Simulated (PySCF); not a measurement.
The multiplicity is imposed and other spin states were not computed.

Cartesian coordinates (Å):
```xyz
5

Zn    -0.0495     0.0872    -0.0566
N     -0.4785    -1.0279    -1.4411
H      0.0891    -1.8843    -1.4642
H     -0.3609    -0.5918    -2.3642
Cl     0.2150     1.3556     1.6141
```
Charge 0, multiplicity 1.

Question: What charge on the central atom (meta-Löwdin), dipole moment and LUMO does TPSSh-D3(BJ)/def2-TZVP // TPSS-D3(BJ)/def2-SVP (PySCF) give?

Answer: 
The charge on the central atom (meta-Löwdin) is 1.17 e. The dipole moment comes out as 2.45 D and the LUMO is -1.38 eV.
